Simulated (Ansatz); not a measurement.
System: Ga2, charge 0, triplet. Ga2 (SMILES [Ga][Ga], triplet).
B3LYP-D3(BJ)/def2-TZVP minimum from Ansatz (a program for electronic structure):
```
Ga
Ga 1 2.7391
```
Charge 0, spin multiplicity 3.

Hartree-Fock and CCSD(T) correlation energies in hartree (Ansatz). UHF or UKS for unpaired electrons; spin-orbit terms are left out. Cores are frozen in correlated methods (noble-gas shells, and filled d and f shells in the p block). No relativity. The UHF reference of Ga2 ([Ga][Ga], triplet) is spin-contaminated (<S^2> up to 0.03 over the pure value in the sets run).

```json
[
 {"basis": "cc-pVTZ", "X": "3", "E(HF)": "-3846.55083", "E(corr, CCSD(T))": "-0.11403"},
 {"basis": "cc-pVQZ", "X": "4", "E(HF)": "-3846.55550", "E(corr, CCSD(T))": "-0.11881"},
 {"basis": "cc-pV5Z", "X": "5", "E(HF)": "-3846.55594", "E(corr, CCSD(T))": "withheld"}
]
```

### Question
Fit E(corr) = E∞ + A/X³ to X = 3 and 4, predict X = 5, and compare with the run.

### Answer
A = (-0.11403 - (-0.11881))/(1/27 - 1/64) = 0.2232; E∞ = -0.11881 - A/64 = -0.12230; at X = 5, E∞ + A/125 = -0.12051. The run gave -0.12014, 0.37 mEh above the prediction. The same form on X = 4 and 5 gives E∞ = -0.12154, 0.76 mEh above the first estimate.
